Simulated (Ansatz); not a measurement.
One change: `[CH3][AlH][O][SiH3]` becomes `[CH3][AlH][O][SiH2]O`.

Ansatz, PBE0-D4/def2-TZVP geometries, multiplicity 1. Each molecule was computed in one conformer, which needn't be the lowest.

```json
{"property": "LUMO energy (PBE0/def2-TZVPP) / eV", "`[CH3][AlH][O][SiH3]`": "-0.69"}
{"property": "HOMO energy (B3LYP/def2-TZVPP) / eV", "`[CH3][AlH][O][SiH3]`": "-7.73"}
{"property": "LUMO energy (PBE/def2-TZVPP) / eV", "`[CH3][AlH][O][SiH3]`": "-1.48"}
{"property": "size of the dipole moment (PBE/def2-TZVPP) / D", "`[CH3][AlH][O][SiH3]`": "1.15"}
{"property": "LUMO energy (ωB97M-V/def2-TZVPP) / eV", "`[CH3][AlH][O][SiH3]`": "0.85"}
{"property": "size of the dipole moment (ωB97M-V/def2-TZVPP) / D", "`[CH3][AlH][O][SiH3]`": "1.12"}
```

Give the same properties after the change, and the shifts. (Best estimate.)

The calculation gave: 
```csv
property,`[CH3][AlH][O][SiH2]O`,shift
LUMO energy (PBE0/def2-TZVPP) / eV,-0.68,0.01
HOMO energy (B3LYP/def2-TZVPP) / eV,-7.78,-0.05
LUMO energy (PBE/def2-TZVPP) / eV,-1.46,0.02
size of the dipole moment (PBE/def2-TZVPP) / D,1.49,0.34
LUMO energy (ωB97M-V/def2-TZVPP) / eV,0.86,0.01
size of the dipole moment (ωB97M-V/def2-TZVPP) / D,1.54,0.42
```

The zero-point energy changes by 18.1 kJ/mol with +3 modes. Dipoles are sizes alone; their direction can turn.

B3LYP here is the variant with VWN-RPA as its local correlation; programs differ in this.
